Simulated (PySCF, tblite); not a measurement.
Potential energy curve for SMILES [Be]([F])[F] (BeF2), singlet. The Be1–F3 bond (Be1 also carries F; F3 carries nothing else) is varied alone, starting from the PBE0/def2-TZVP optimised geometry. Each curve is given relative to its own lowest point near equilibrium.

```json
[
 {"R / Å": "1.05", "A": "460.5", "B": "460.5", "C": "388.2", "D": "458.0"},
 {"R / Å": "1.10", "A": "307.0", "B": "307.0", "C": "237.0", "D": "305.0"},
 {"R / Å": "1.16", "A": "177.7", "B": "177.7", "C": "119.9", "D": "176.3"},
 {"R / Å": "1.25", "A": "63.0", "B": "63.0", "C": "30.2", "D": "62.2"},
 {"R / Å": "1.31", "A": "23.3", "B": "23.3", "C": "6.2", "D": "22.8"},
 {"R / Å": "1.35", "A": "8.6", "B": "8.6", "C": "0.4", "D": "8.3"},
 {"R / Å": "1.38", "A": "2.5", "B": "2.5", "C": "0.0", "D": "2.4"},
 {"R / Å": "1.42", "A": "0.0", "B": "0.0", "C": "3.4", "D": "0.0"},
 {"R / Å": "1.45", "A": "1.6", "B": "1.6", "C": "8.4", "D": "1.7"},
 {"R / Å": "1.51", "A": "11.9", "B": "11.9", "C": "22.6", "D": "12.1"},
 {"R / Å": "1.61", "A": "44.6", "B": "44.6", "C": "54.3", "D": "44.8"},
 {"R / Å": "1.71", "A": "89.0", "B": "89.0", "C": "90.4", "D": "89.2"},
 {"R / Å": "1.86", "A": "165.6", "B": "165.6", "C": "145.8", "D": "165.4"},
 {"R / Å": "2.05", "A": "265.7", "B": "265.7", "C": "211.5", "D": "264.1"},
 {"R / Å": "2.26", "A": "398.7", "B": "369.0", "C": "275.4", "D": "366.6"},
 {"R / Å": "2.49", "A": "—", "B": "467.9", "C": "334.1", "D": "463.1"},
 {"R / Å": "2.75", "A": "—", "B": "559.8", "C": "387.6", "D": "545.2"},
 {"R / Å": "3.02", "A": "—", "B": "634.8", "C": "430.5", "D": "603.3"},
 {"R / Å": "3.39", "A": "—", "B": "708.4", "C": "472.6", "D": "635.7"},
 {"R / Å": "3.74", "A": "—", "B": "751.3", "C": "499.3", "D": "643.9"},
 {"R / Å": "4.12", "A": "—", "B": "772.4", "C": "—", "D": "646.8"},
 {"R / Å": "4.78", "A": "—", "B": "—", "C": "—", "D": "648.4"}
]
```

Energies in kJ/mol.

### Question
Match the curves with the methods GFN2-xTB, 300 K electronic temperature run with tblite 0.5.0; MP2 on RHF/cc-pVDZ, 2 core orbitals frozen in PySCF 2.14.0; CCSD(T) on UHF/cc-pVDZ, 2 core orbitals frozen (PySCF); MP2 on UHF/cc-pVDZ, 2 core orbitals frozen (PySCF).

### Answer
A is UMP2; B is RMP2; C is GFN2-xTB; D is UCCSD(T).

A dash means that the run gave no value there, or that the column was ended at a point which the program doubted or which failed a test of continuity chosen for this set; such a test can also cut sound points.

The unrestricted determinant behind UMP2, UCCSD(T) is spin-contaminated at 2.26 to 4.78 Å (<S²> up to 1.0, against 0.00 for a pure singlet). The restricted form behind RMP2 keeps the bonding electrons paired and can't separate into open-shell fragments. The T1 diagnostic of CCSD on the restricted reference of RMP2 exceeds 0.045 at 2.75 to 4.78 Å.
